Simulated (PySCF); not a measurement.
A structure optimised at B3LYP-D3(BJ)/def2-TZVP, used in a PySCF frequency run:

```xyz
7

C     -1.1520     0.1680    -0.3059
C      0.3055     0.3778    -0.2222
F      0.9904    -0.5518     0.4841
H     -1.5972     0.9206    -0.9577
H     -1.6367     0.2429     0.6785
H     -1.3846    -0.8219    -0.7074
H      0.7837     1.3493    -0.2020
```
Charge 0, spin multiplicity 2.

Task: Write its SMILES and formula.

Result: C[CH]F, C₂H₄F

Task: What are its rotational constants (standard atomic weights)?

Result: 47.348, 9.4822, 8.3512 GHz
